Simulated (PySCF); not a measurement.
# YbN at PBE0

Level: PBE0. PySCF, spin-free X2C with a Gaussian nucleus, basis sets Yb x2c-TZVPall, N x2c-TZVPall.

| Item | Value |
| --- | --- |
| state | quartet, about 13.9 electrons in the 4f shell (Mulliken), a second solution, started from another occupation |
| bond length | 0.2042 nm |
| harmonic wavenumber | 428 cm⁻¹ |
| force constant | 1.40 mdyn/Å |
| rotational constant Be | 0.3121 cm⁻¹ |
| energy of the minimum from ground-state Yb (4f14 6s2) + N | -0.96 eV |
| bond order (Mayer) | 1.28 |
| dipole moment (positive dipole means Yb(−)N(+)) | -3.81 D |

These are scalar-relativistic numbers at best; spin–orbit coupling would shift them, the dissociation energy most.
